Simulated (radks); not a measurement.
Spherical jellium clusters: N electrons in a uniform positive sphere of charge N and radius rs N^(1/3), rs = 4.58 bohr. Calculated with a radial shooting solver with Libxc functionals: non-relativistic Kohn-Sham, PBE, spin-polarised, spherical densities. Levels are named by radial order and angular momentum (1s, 1p, 1d, 2s, ...), and open shells are averaged over m.

N = 10, configuration 1s2 1p6 1d(up 2, down 0). This is the lowest configuration that the search found. Occupied levels:

level    occupation  eigenvalue (eV)  <r> (bohr)
1s up             1          -4.0706       6.704
1s down           1          -3.9918       6.129
1p up             3          -3.2886       7.767
1p down           3          -3.0541       7.467
1d up             2          -2.2566       8.688

Energy (eV): total -17.8349, kinetic 14.002, external -326.25, Hartree 161.26, exchange-correlation -32.313, background 165.46.
